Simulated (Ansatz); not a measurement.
Start from `O[SiH2]C(F)Br` and change one atom or group to get `NC(F)[SiH2]O`.

Ansatz, PBE0-D4/def2-TZVP geometries, multiplicity 1. Each molecule was computed in one conformer, which needn't be the lowest.

Scalar relativity is left out up to krypton.

```csv
property,`O[SiH2]C(F)Br`
HOMO energy (B3LYP/def2-TZVPP) / eV,-7.72
LUMO energy (PBE0/def2-TZVPP) / eV,-0.54
HOMO–LUMO gap (PBE/def2-TZVPP) / eV,5.12
size of the dipole moment (ωB97M-V/def2-TZVPP) / D,1.49
LUMO energy (PBE/def2-TZVPP) / eV,-1.50
size of the dipole moment (PBE/def2-TZVPP) / D,1.40
```

**Question.** Give the same properties after the change, and the shifts. (Best estimate.)

**Answer.** Computed: 
| property | `NC(F)[SiH2]O` | shift |
| --- | --- | --- |
| HOMO energy (B3LYP/def2-TZVPP) / eV | -7.62 | 0.10 |
| LUMO energy (PBE0/def2-TZVPP) / eV | 0.13 | 0.67 |
| HOMO–LUMO gap (PBE/def2-TZVPP) / eV | 5.63 | 0.51 |
| size of the dipole moment (ωB97M-V/def2-TZVPP) / D | 1.35 | -0.14 |
| LUMO energy (PBE/def2-TZVPP) / eV | -0.74 | 0.76 |
| size of the dipole moment (PBE/def2-TZVPP) / D | 1.27 | -0.13 |

With PBE0 the HOMO rises by 0.08 eV and the LUMO rises by 0.67 eV, so the gap widens by about 0.59 eV. PBE moves the HOMO by 0.25 eV and ωB97M-V by -0.07 eV. Dipoles are sizes alone; their direction can turn.

B3LYP here is the variant with VWN-RPA as its local correlation; programs differ in this.

Spin–orbit coupling is left out; it splits and shifts lone-pair levels of the heavy atoms by tenths of an eV.
